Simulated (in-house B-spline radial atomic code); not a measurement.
Configurations of Ba⁺, with energies counted from [Xe] 6s1. Computed with a radial B-spline atomic code at the basis-set limit: scalar-relativistic (X2C) CAM-B3LYP, spin-polarised, spherical fractional occupations, exact exchange averaged over the configuration, Fermi nucleus of rms radius 4.8378 fm. Shells without spins written out take the highest spin.

Occupations are held fixed; configurations that lie above the ionisation limit could autoionise.

| configuration | E - E(ref) (eV) | highest orbital | its <r> (bohr) |
| --- | --- | --- | --- |
| [Xe] 6p1 | 2.6767 | 6p up | 5.348 |
| [Kr] 4d10 5s1 5p6 6s1 6p1 | 37 | 6p up | 4.752 |
| [Kr] 4d10 5s1 5p6 6s1 7p1 | 41.63 | 7p up | 9.631 |
| [Kr] 4d9 5s2 5p6 5d1 6s1 | 92.523 | 6s up | 4.073 |
| [Kr] 4d9 5s2 5p6 6s1 7p1 | 100.75 | 7p up | 9.554 |
| [Ar] 3d10 4s2 4p5 4d10 5s2 5p6 6s1 7s1 | 194.18 | 7s up | 8.068 |

Q: Order these further configurations by energy, lowest first.
A. [Kr] 4d10 5s2 5p5 6s1 6p1
B. [Ar] 3d10 4s2 4p5 4d10 5s2 5p6 6s1 7p1
C. [Kr] 4d10 5s1 5p6 6s1 6f1
D. [Kr] 4d9 5s2 5p6 6s1 6f1
E. [Ar] 3d10 4s2 4p5 4d10 5s2 5p6 6s2

A: A (20.479 eV), C (43.473 eV), D (102.59 eV), E (187.93 eV), B (195.21 eV).

Q: How far above the reference does [Ar] 3d10 4s2 4p5 4d10 5s2 5p6 6s1 6p1 lie?

A: 190.51 eV; its least bound orbital is 6p up with <r> = 4.695 bohr.
